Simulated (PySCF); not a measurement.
CH6N2Si2, SMILES N[Si@H]1C=N[SiH2]1. Coordinates come from a PBE-D3(BJ)/def2-SVP optimisation. The structure was generated by enumeration; whether it is a known compound was not checked. Other conformers were not sampled.

Problem. Give the equilibrium geometry at PBE-D3(BJ)/def2-SVP (PySCF confirms it by a frequency run) as Cartesian coordinates in Å. (Estimate from the structure and the level; the computed values follow.)

Solution. This is not unique; one that fits is 
```xyz
11

N      2.2537     0.5019     0.7306
Si     0.9056    -0.2394    -0.0664
C     -0.6140    -1.1301     0.7678
N     -1.7012    -0.6852     0.2147
Si    -1.1292     0.7474    -0.7631
H      2.1463     1.2032     1.4643
H      3.1866     0.0872     0.7206
H      1.5211    -1.1891    -1.0657
H     -0.6745    -1.9509     1.5253
H     -1.5737     2.0150    -0.0801
H     -1.6587     0.7856    -2.1751
```
Charge 0, spin multiplicity 1.
